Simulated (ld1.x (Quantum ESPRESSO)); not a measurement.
**niobium (Nb): one change to an RRKJ potential, before and after**

niobium (Nb), norm-conserving RRKJ (Kleinman–Bylander form), made with ld1.x (Quantum ESPRESSO) 7.5 (PBE, scalar-relativistic). Core [Kr], reference 4d4 5s1 5p0. Waves: 5p (bound, empty): rc 3.80 bohr; 4d (bound): rc 2.50 bohr; 5s (bound): rc 2.95 bohr. Local part: the s channel. Core correction: none.

Change: core correction a·sin(br)/r model core inside 1.66 bohr.

Cutoffs: the cutoffs (Ry, on a coarse ladder) from which the occupation-weighted sum of valence levels, in a spherical-Bessel basis at the reference potential, stays within 10 and 1 mRy of its value at 400 Ry; they do not see the model core or the augmentation charge, which bear on the density cutoff. Errors are all-electron minus pseudo energies relative to the spin-unpolarised reference configuration.

Question: What does the change do?

Answer: The potential gets neither clearly harder nor softer (25 Ry and 30 Ry → 25 Ry and 30 Ry); of the 7 tests that both files solve, the error grows in 6 and shrinks in 1 by more than 15 % and 0.3 meV (median size 30.7 → 103.0 meV); neither file shows a bound ghost. A model core, the more so a compact one, raises the density cutoff, which this test does not measure.

| quantity | base | changed |
| --- | --- | --- |
| cutoff, loose | 25 Ry | 25 Ry |
| cutoff, tight | 30 Ry | 30 Ry |
| bound ghosts | none | none |
| error for 4d4 5s0 5p0, meV [ΔE 6.64 eV] | +25 | -14 |
| error for 4d3 5s0 5p0, meV [ΔE 20.68 eV] | +32 | -118 |
| error for 4d2 5s0 5p0, meV [ΔE 45.40 eV] | +13 | -565 |
| error for 4d3 5s1 5p0, meV [ΔE 7.02 eV] | -31 | -65 |
| error for 4d3 5s2 5p0, meV [ΔE -0.52 eV] | -22 | -73 |
| error for 4d3 5s1 5p1, meV [ΔE 2.79 eV] | -58 | -103 |
| error for 4d1 5s0 5p0, meV [ΔE 82.31 eV] | +374 | -1379 |
| s: phases at 4.08 bohr within 0.05 rad from the reference energy up to (Ry; the scan ends near 5) | 1.1 | 1.1 |
| p: phases at 4.08 bohr within 0.05 rad from the reference energy up to (Ry; the scan ends near 5) | 1.6 | 1.6 |
| d: phases at 4.08 bohr within 0.05 rad from the reference energy up to (Ry; the scan ends near 5) | 0.5 | 0.5 |
